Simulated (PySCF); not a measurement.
boroxine cation (B3H3O3), SMILES B1OBOBO1 (connectivity only; charge and spin as stated), charge +1, multiplicity 2. Geometry: B3LYP-D3(BJ)/def2-SVP. The spin state was assumed, not searched.

These are PySCF with B3LYP-D3(BJ)/def2-SVP values and carry that method's errors.

Harmonic wavenumbers (cm⁻¹): 189, 265, 283, 325, 483, 654, 790, 822, 830, 849, 891, 896, 909, 996, 1064, 1169, 1254, 1312, 2407, 2489, 2823. Rotational constants (GHz): 6.450, 5.495, 2.967; symmetry number 2.

Work out the zero-point energy and the ideal-gas rigid-rotor harmonic-oscillator thermochemistry at 298.15 K and 1 atm.

ZPE = ½ Σ hcν = ½ × 21701 cm⁻¹ = 31.02 kcal/mol. H − E(el) = 35.15 kcal/mol. Entropy in cal/(mol K): translation 39.18, rotation 24.15, vibration 9.19, spin 1.38, total 73.90. G − E(el) = 13.12 kcal/mol. Cp = 22.28 cal/(mol K).
